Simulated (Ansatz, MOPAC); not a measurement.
Species: CaF, charge 1, multiplicity 1. SMILES: [Ca+][F]
Coordinates optimised at B3LYP-D3(BJ)/def2-TZVP (Ansatz, an electronic-structure program):
```xyz
2

Ca     0.0000     0.0000    -0.5840
F      0.0000     0.0000     1.2977
```
Charge +1, spin multiplicity 1.

Property: vertical electron affinity to the doublet, in eV. Set-up: valence correlation only (noble-gas shells and the d and f shells of earlier blocks; the outer core of K, Ca and congeners matters and is frozen too); non-relativistic; UHF or UKS for open shells; 6-31G* and kin with 6d, 5d where marked; 6-311+G** with 5d; LANL2DZ with its own core potentials from Na on; each state is the SCF solution reached for its charge and spin; spin-orbit terms left out. First-principles rows: single points at B3LYP-D3(BJ) geometries (Ansatz). Semi-empirical rows: differences of heats of formation at the shared geometry for vertical values. The spin state of an ion or metal species was assumed, not searched.

```csv
level,program,vertical electron affinity to the doublet (eV)
AM1,MOPAC,6.64
PM3,MOPAC,6.68
PBE/6-31G*,Ansatz,5.68
PBE/6-31G* with LANL2DZ past Ar,Ansatz,6.22
B3LYP/6-31G*,Ansatz,5.81
B3LYP/6-31G* with LANL2DZ past Ar,Ansatz,6.31
B3LYP/6-311+G**,Ansatz,5.94
MP2/6-311+G**,Ansatz,5.50
PBE0/def2-TZVPD,Ansatz,5.76
wB97M-V/def2-TZVPD,Ansatz,5.62
```

No value to compare with is used here. The 8 habitual levels span 5.50 (MP2/6-311+G**) to 6.68 eV (PM3); wB97M-V/def2-TZVPD gives 5.62.

The levels are drawn from those run, B3LYP/6-31G* more often than the rest, none by its result; runs whose electronic state is in doubt are left out.
